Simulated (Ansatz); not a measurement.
Computed with Ansatz on PBE0-D4/def2-TZVP structures; ΔE is electronic, products minus reactants. CBS: MP2 limit from def2 TZ/QZ plus the TZ coupled-cluster correction, frozen cores. This one scheme is used for every species. For Ga outer-core shells are correlated without core-valence functions, which leaves a few kJ/mol of doubt a bond. Scalar relativity is left out up to krypton. One conformer a species, not always the lowest.

Consider the cleavage of the Si–Ga bond: `O[SiH2][GaH][SiH3]` + `F[Si](S)(Cl)Cl` → `O[SiH2]S[Si](F)(Cl)Cl` + `[SiH3][GaH2]`.

```json
{"species": "`O[SiH2][GaH][SiH3]`", "SCS-MP2/def2-TZVPP energy (Eh)": "-2580.86063"}
{"species": "`F[Si](S)(Cl)Cl`", "SCS-MP2/def2-TZVPP energy (Eh)": "-1706.68814"}
{"species": "`O[SiH2]S[Si](F)(Cl)Cl`", "SCS-MP2/def2-TZVPP energy (Eh)": "-2072.13165"}
{"species": "`[SiH3][GaH2]`", "SCS-MP2/def2-TZVPP energy (Eh)": "-2215.44528"}
```

(1) Work out ΔE.

Largest T1 diagnostic among the species: 0.013.

Results:

(1) ΔE = (-2072.13165) + (-2215.44528) − (-2580.86063) − (-1706.68814) = -0.02816 Eh = -17.7 kcal/mol. CCSD(T)/CBS gives -16.5 kcal/mol.

From PBE to PBE0 (25 % exact exchange), in def2-TZVPP and without D4, ΔE moves by −1.4 kcal/mol. The D4 term adds −2.0 kcal/mol with B3LYP and −1.1 kcal/mol with PBE0; it sums over pairs of atoms, weighted by their polarisabilities, and B3LYP, whose exchange is more repulsive, gets the larger term.

B3LYP here is the variant with VWN-RPA as its local correlation; programs differ in this.
